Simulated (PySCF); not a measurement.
CH₃Cl₂NSi₂, SMILES C1[Si]([SiH2]N=1)(Cl)Cl. Heavy atoms are numbered as in [Cl:1][Si:2]1([Cl:3])[CH:4]=[N:5][SiH2:6]1. Hydrogens are named by the atom that carries them.

The structure is a stationary point at r2SCAN-D4/def2-SVP. This is a generated structure with no PubChem entry under its InChIKey; it may be hypothetical.

Level of theory: HF/pcSseg-1 run with PySCF.

GIAO shieldings, no solvent; atoms alike by connectivity are averaged. δ = σ(ref) − σ: ³⁵Cl against HCl (σ = 958.2 ppm); ²⁹Si against TMS (σ = 393.8 ppm); ¹³C against TMS (σ = 192.6 ppm); ¹⁵N against NH3 (σ = 267.3 ppm); ¹H against TMS (σ = 31.99 ppm), references at their B3LYP-D3(BJ)/def2-TZVP geometries, non-relativistic (without spin–orbit terms, shifts of atoms bonded to Cl or Br come out too high).

Computed chemical shifts:
| nucleus | atoms | count | δ (ppm) |
|---|---|---|---|
| ³⁵Cl | Cl1 | 2 | 41.0 |
| ²⁹Si | Si2 | 1 | 32.1 |
| ²⁹Si | Si6 (SiH2) | 1 | 16.6 |
| ¹³C | C4 (CH) | 1 | 222.2 |
| ¹⁵N | N5 | 1 | 569.4 |
| ¹H | H on C4 | 1 | 10.42 |
| ¹H | H on Si6 | 2 | 5.52 |
